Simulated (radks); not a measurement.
The numbers below are computed, except where a source is named.
Q: Er3+, configuration [Xe] 4f11 (the NIST ground configuration). Level of theory: Dirac Kohn-Sham, PBEsol, spin-unpolarised, spherical densities, finite nucleus; open shells are shared between the two j in proportion to 2j + 1; Fermi nuclear charge, rms radius 5.2516 fm (a radial shooting solver on a logarithmic mesh with Libxc functionals). Some entries of the table are withheld. Estimate them.

orbital,occ.,eigenvalue (eV),<r> (bohr)
1s1/2,2,-57304.05,0.02038
2s1/2,2,-9649.816,0.08592
2p1/2,2,(1),0.07148
2p3/2,4,(2),0.07876
3s1/2,2,-2188.214,0.2250
3p1/2,2,-1988.196,0.2147
3p3/2,4,-1795.806,0.2284
3d3/2,4,-1452.933,0.2013
3d5/2,6,-1410.876,0.2055
4s1/2,2,-458.1990,0.5078
4p1/2,2,-378.2127,0.5167
4p3/2,4,-334.7306,0.5481
4d3/2,4,-202.8811,0.5759
4d5/2,6,-194.9571,0.5870
5s1/2,2,(3),(4)
5p1/2,2,-59.5833,1.367
5p3/2,4,-53.6816,1.461
4f5/2,4.71429,(5),0.7598
4f7/2,6.28571,(6),0.7725

A: 
(1) 2p1/2 eigenvalue (eV): -9194.838
(2) 2p3/2 eigenvalue (eV): -8278.593
(3) 5s1/2 eigenvalue (eV): -81.8958
(4) 5s1/2 <r> (bohr): 1.229
(5) 4f5/2 eigenvalue (eV): -36.0880
(6) 4f7/2 eigenvalue (eV): -34.9293
